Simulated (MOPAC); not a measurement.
MOPAC input (MNDO):

```
MNDO PRECISE GNORM=0.05 LET XYZ CHARGE=-1 GEO-OK AUX(PRECISION=9) THREADS=1
C4H2FS

F    -2.09157700 1   -0.92928400 1    0.51700900 1
C    -0.85861900 1   -0.35407400 1    0.20328600 1
C    -0.74540700 1    0.93544500 1   -0.22945100 1
S     0.95884000 1    1.11923800 1   -0.46343300 1
C     1.43304300 1   -0.48923200 1    0.01352200 1
C     0.29690100 1   -1.17438400 1    0.35327200 1
H     2.45347300 1   -0.84657900 1    0.02608300 1
H     0.27377100 1   -2.20419600 1    0.69198900 1
```

Output:

```
 *******************************************************************************
 **                                                                           **
 **                              MOPAC v23.2.5                                **
 **                                                                           **
 *******************************************************************************
 ** MOPAC's Digital Object Identifier: https://doi.org/10.5281/zenodo.6511958 **
 **                                                                           **
 ** Please cite the open-source release paper for use of this MOPAC version:  **
 ** J. E. Moussa and J. J. P. Stewart (2026)                                  **
 ** MOPAC: An open-source semiempirical molecular orbital program             **
 ** J. Open Source Softw., 11(119), 8025, https://doi.org/10.21105/joss.08025 **
 *******************************************************************************

                              MNDO CALCULATION RESULTS

 *******************************************************************************
 *  MNDO       - The MNDO Hamiltonian to be used
 *  GEO-OK     - OVERRIDE INTERATOMIC DISTANCE AND OTHER SAFETY CHECKS
 *
 *
 *
 *                 CHARGE ON SYSTEM = -1
 *
 *
 *
 *  LET        - OVERRIDE SOME SAFETY CHECKS
 *  PRECISE    - TIGHTER CRITERIA TO BE USED
 *  XYZ        - CARTESIAN COORDINATE SYSTEM TO BE USED
 *  GNORM      - EXIT WHEN GRADIENT NORM DROPS BELOW 0.050
 *  AUX        - OUTPUT AUXILIARY INFORMATION
 *******************************************************************************
MNDO PRECISE GNORM=0.05 LET XYZ CHARGE=-1 GEO-OK AUX(PRECISION=9) THREADS=1
 C4H2FS

   ATOM   CHEMICAL          X               Y               Z
  NUMBER   SYMBOL      (ANGSTROMS)     (ANGSTROMS)     (ANGSTROMS)

     1       F         -2.09157700  *  -0.92928400  *   0.51700900  *
     2       C         -0.85861900  *  -0.35407400  *   0.20328600  *
     3       C         -0.74540700  *   0.93544500  *  -0.22945100  *
     4       S          0.95884000  *   1.11923800  *  -0.46343300  *
     5       C          1.43304300  *  -0.48923200  *   0.01352200  *
     6       C          0.29690100  *  -1.17438400  *   0.35327200  *
     7       H          2.45347300  *  -0.84657900  *   0.02608300  *
     8       H          0.27377100  *  -2.20419600  *   0.69198900  *

          CARTESIAN COORDINATES

    NO.       ATOM           X           Y           Z

     1         F         -2.0916     -0.9293      0.5170
     2         C         -0.8586     -0.3541      0.2033
     3         C         -0.7454      0.9354     -0.2295
     4         S          0.9588      1.1192     -0.4634
     5         C          1.4330     -0.4892      0.0135
     6         C          0.2969     -1.1744      0.3533
     7         H          2.4535     -0.8466      0.0261
     8         H          0.2738     -2.2042      0.6920

  H: (MNDO): M.J.S. DEWAR, W. THIEL, J. AM. CHEM. SOC., 99, 4899, (1977)
  C: (MNDO): M.J.S. DEWAR, W. THIEL, J. AM. CHEM. SOC., 99, 4899, (1977)
  F: (MNDO): M.J.S. DEWAR, H.S. RZEPA, J. AM. CHEM. SOC., 100, 777, (1978)
  S: (MNDO): M.J.S.DEWAR, C.H. REYNOLDS, J. COMP. CHEM. 7, 140-143 (1986)

           Empirical Formula: C4 H2 F S  =     8 atoms

      MOLECULAR POINT GROUP   :   Cs

      RHF CALCULATION, NO. OF DOUBLY OCCUPIED LEVELS = 16

          Geometry optimization using EF

          DIAGONAL MATRIX USED AS START HESSIAN

 CYCLE:     1  GRAD.:   178.471 HEAT:  9.983459
 CYCLE:     2  GRAD.:   763.983 HEAT:  47.05226
 CYCLE:     3  GRAD.:   250.973 HEAT:  18.48949
 CYCLE:     4  GRAD.:   236.813 HEAT:  12.40229
 CYCLE:     5  GRAD.:   368.335 HEAT:  30.66950
 CYCLE:     6  GRAD.:   356.073 HEAT:  24.80380
 CYCLE:     7  GRAD.:   176.124 HEAT:  11.00235
 CYCLE:     8  GRAD.:   306.704 HEAT:  18.59590
 CYCLE:     9  GRAD.:   315.211 HEAT:  26.33136
 CYCLE:    10  GRAD.:   286.391 HEAT:  15.84758
 CYCLE:    11  GRAD.:   231.710 HEAT:  13.56339
 CYCLE:    12  GRAD.:   215.205 HEAT:  14.05445
 CYCLE:    13  GRAD.:   147.136 HEAT:  10.40610
 CYCLE:    14  GRAD.:   137.229 HEAT:  7.384302
 CYCLE:    15  GRAD.:   149.230 HEAT:  6.650826
 CYCLE:    16  GRAD.:    77.585 HEAT:  4.730035
 CYCLE:    17  GRAD.:   116.950 HEAT:  5.724694
 CYCLE:    18  GRAD.:    18.957 HEAT:  1.884343
 CYCLE:    19  GRAD.:     5.710 HEAT:  1.780991
 CYCLE:    20  GRAD.:     2.188 HEAT:  1.758224
 CYCLE:    21  GRAD.:     0.897 HEAT:  1.756518
 CYCLE:    22  GRAD.:     0.238 HEAT:  1.756140
 CYCLE:    23  GRAD.:     0.173 HEAT:  1.756110
 CYCLE:    24  GRAD.:     0.018 HEAT:  1.756098

     GRADIENT =  0.01815 IS LESS THAN CUTOFF =  0.05000

 -------------------------------------------------------------------------------
 MNDO PRECISE GNORM=0.05 LET XYZ CHARGE=-1 GEO-OK AUX(PRECISION=9) THREADS=1
 C4H2FS

     GEOMETRY OPTIMISED USING EIGENVECTOR FOLLOWING (EF).
     SCF FIELD WAS ACHIEVED

                              MNDO CALCULATION
                                                       MOPAC v23.2.5 Linux

          FINAL HEAT OF FORMATION =          1.75610 KCAL/MOL =       7.34752 KJ/MOL

          COSMO AREA              =        119.30 SQUARE ANGSTROMS
          COSMO VOLUME            =        108.85 CUBIC ANGSTROMS

          GRADIENT NORM           =          0.01815          =       0.00642 PER ATOM
          IONIZATION POTENTIAL    =          3.096217 EV
          HOMO LUMO ENERGIES (EV) =         -3.096  5.587
          NO. OF FILLED LEVELS    =         16
          MOLECULAR WEIGHT        =        101.1182         POINT GROUP:  Cs

          MOLECULAR DIMENSIONS (Angstroms)

            Atom       Atom       Distance
            H     7    F     1     4.58106
            H     8    S     4     3.47652
            C     6    C     5     0.00000

          SCF CALCULATIONS        =         25

   ATOM   CHEMICAL          X               Y               Z
  NUMBER   SYMBOL      (ANGSTROMS)     (ANGSTROMS)     (ANGSTROMS)

     1       F         -2.10589975  *  -0.90466547  *   0.51042983  *
     2       C         -0.91119490  *  -0.39457274  *   0.22188047  *
     3       C         -0.67372271  *   0.89620686  *  -0.22395165  *
     4       S          0.95538545  *   1.11510455  *  -0.46173057  *
     5       C          1.41071301  *  -0.44435790  *   0.00114460  *
     6       C          0.31027503  *  -1.18688736  *   0.35599052  *
     7       H          2.44372455  *  -0.75311679  *  -0.00344807  *
     8       H          0.33013950  *  -2.21771797  *   0.69065201  *

                             CARTESIAN COORDINATES

   1    F       -2.105899749    -0.904665473     0.510429835
   2    C       -0.911194902    -0.394572738     0.221880466
   3    C       -0.673722713     0.896206865    -0.223951648
   4    S        0.955385454     1.115104547    -0.461730568
   5    C        1.410713006    -0.444357896     0.001144603
   6    C        0.310275028    -1.186887363     0.355990523
   7    H        2.443724549    -0.753116787    -0.003448065
   8    H        0.330139497    -2.217717972     0.690652006

           Empirical Formula: C4 H2 F S  =     8 atoms

      MOLECULAR POINT GROUP   :   Cs

                  EIGENVALUES
 -41.05249 -33.14451 -23.83475 -20.42485 -14.94838 -13.72748 -11.99018 -11.00078
 -10.55014 -10.01016  -7.81160  -7.45176  -6.97598  -4.44879  -3.33489  -3.09622
   5.58676   7.22025   7.48477   8.41113   9.10761   9.33776  10.31305  10.71471
  11.43311  12.00283

              NET ATOMIC CHARGES AND DIPOLE CONTRIBUTIONS

  ATOM NO.   TYPE          CHARGE      No. of ELECS.   s-Pop       p-Pop
    1          F          -0.222026        7.2220     1.87353     5.34849
    2          C          -0.111791        4.1118     1.17677     2.93502
    3          C          -0.468143        4.4681     1.53768     2.93046
    4          S           0.172325        5.8277     1.79522     4.03245
    5          C          -0.384340        4.3843     1.25025     3.13409
    6          C          -0.069086        4.0691     1.21460     2.85449
    7          H           0.048790        0.9512     0.95121
    8          H           0.034272        0.9657     0.96573
 DIPOLE           X         Y         Z       TOTAL
 POINT-CHG.     2.726     0.852    -0.556     2.909
 HYBRID         0.386    -2.961     0.928     3.126
 SUM            3.111    -2.109     0.371     3.777

          ATOMIC ORBITAL ELECTRON POPULATIONS

     Atom    s        px        py        pz
    1  F   1.87353   1.51417   1.88960   1.94472
    2  C   1.17677   0.74412   0.93485   1.25604
    3  C   1.53768   1.03069   1.18309   0.71668
    4  S   1.79522   1.13110   1.16945   1.73191
    5  C   1.25025   0.92800   0.99912   1.20697
    6  C   1.21460   0.93470   0.91495   1.00485
    7  H   0.95121
    8  H   0.96573

 **********************
 *                    *
 * JOB ENDED NORMALLY *
 *                    *
 **********************

 == MOPAC DONE ==
```

The dipole moment of an ion depends on the origin.

The geometry given is a B3LYP-D3(BJ)/def2-TZVP minimum.
